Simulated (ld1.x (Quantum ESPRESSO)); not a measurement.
# Which change was made? (W, TM)

| Item | Value |
| --- | --- |
| Element | tungsten (W) |
| Generator | ld1.x (Quantum ESPRESSO) 7.5 |
| Type | norm-conserving Troullier–Martins (Kleinman–Bylander form) |
| Functional | PBEsol |
| Relativity | scalar-relativistic |
| Frozen core | [Xe] 4f14 |
| Valence charge | 6 |
| Reference configuration | 5d4 6s1.5 6p0.5 |
| Partial waves | 6s (bound): rc 2.40 bohr; 5d (bound): rc 2.60 bohr; 6p (bound): rc 3.45 bohr |
| Local potential | the p channel |
| Core correction | a·sin(br)/r model core inside 1.90 bohr |

Cutoffs, loose and tight: the cutoffs (Ry, on a coarse ladder) from which the occupation-weighted sum of valence levels, in a spherical-Bessel basis at the reference potential, stays within 10 and 1 mRy of its value at 400 Ry. They do not see the model core or the augmentation charge, which bear on the density cutoff. Test errors are all-electron minus pseudo excitation energies from the reference, over the configurations 5d4 6s2 6p0; 5d4 6s1 6p0; 5d4 6s0 6p0; 5d3 6s0 6p0; 5d4.5 6s1.5 6p0; 5d4 6s1.5 6p0; 5d4 6s0 6p1; variants that change the core or the reference have their own tests.

The base gives: outcome: generated; cutoff, loose: 30 Ry; cutoff, tight: 30 Ry; bound ghosts: none; largest test error (meV): -278.

**Question.** After one change the result is: outcome: generated; cutoff, loose: 55 Ry; cutoff, tight: 100 Ry; bound ghosts: none; largest test error (meV): -337. Which change was it?
A. wave 6s (bound): rc 2.40 bohr becomes 6s (bound): rc 1.56 bohr
B. wave 6s (bound): rc 2.40 bohr becomes 6s (bound): rc 3.36 bohr
C. wave 6s (bound): rc 2.40 bohr becomes 6s (bound): rc 1.78 bohr

**Answer.** C. The others give: wave 6s (bound): rc 2.40 bohr becomes 6s (bound): rc 1.56 bohr → outcome: generated; cutoff, loose: 140 Ry; cutoff, tight: 260 Ry; bound ghosts: none; largest test error (meV): -300 | wave 6s (bound): rc 2.40 bohr becomes 6s (bound): rc 3.36 bohr → outcome: generated; cutoff, loose: 30 Ry; cutoff, tight: 30 Ry; bound ghosts: none; largest test error (meV): -367.
